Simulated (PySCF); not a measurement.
# Correlation energy of Cl²⁺ (chlorine, charge +2)

[Ne] 3s2 3p3, high-spin 4S determinant. Calculation: PySCF 2.14, in aug-cc-pV(T+d)Z; the non-relativistic Hamiltonian (point nucleus). Frozen: [Ne]; 5 electrons correlated.

| level | correlation energy (mhartree) |
| --- | --- |
| CCSD | -117.57 |
| (T) | -3.40 |
| CCSD(T) | -120.97 |

Diagnostics: T1 = 0.0029, D1 = 0.0078, largest double amplitude 0.054.

Cost of the coupled-cluster step: about 2.6 core-seconds, for 5 correlated electrons.

Iterations:

```
CC2 = 0
CCSD nocc = (np.int64(4), np.int64(1)), nmo = (50, 50)
frozen orbitals [[0, 1, 2, 3, 4], [0, 1, 2, 3, 4]]
max_cycle = 100
direct = 0
conv_tol = 1e-08
conv_tol_normt = 1e-06
diis_space = 8
diis_start_cycle = 0
Init t2, MP2 energy = -0.096673502271349
Init E_corr(UCCSD) = -0.0966735022839001
cycle = 1  E_corr(UCCSD) = -0.112892741463085  dE = -0.0162192392  norm(t1,t2) = 0.0384151
cycle = 2  E_corr(UCCSD) = -0.116258636344881  dE = -0.00336589488  norm(t1,t2) = 0.0109692
cycle = 3  E_corr(UCCSD) = -0.117596977366169  dE = -0.00133834102  norm(t1,t2) = 0.00387066
cycle = 4  E_corr(UCCSD) = -0.11757499239282  dE = 2.19849733e-05  norm(t1,t2) = 0.000486928
cycle = 5  E_corr(UCCSD) = -0.117574435556154  dE = 5.56836666e-07  norm(t1,t2) = 3.62184e-05
cycle = 6  E_corr(UCCSD) = -0.117574109395515  dE = 3.26160639e-07  norm(t1,t2) = 3.42141e-06
cycle = 7  E_corr(UCCSD) = -0.11757421249484  dE = -1.03099325e-07  norm(t1,t2) = 5.22986e-07
cycle = 8  E_corr(UCCSD) = -0.117574185245056  dE = 2.72497831e-08  norm(t1,t2) = 9.6306e-08
cycle = 9  E_corr(UCCSD) = -0.117574186670034  dE = -1.42497787e-09  norm(t1,t2) = 1.90104e-08
UCCSD converged
E(UCCSD) = -458.3406944055416  E_corr = -0.1175741866700343
UCCSD(T) correction = -0.00339569762259354
```
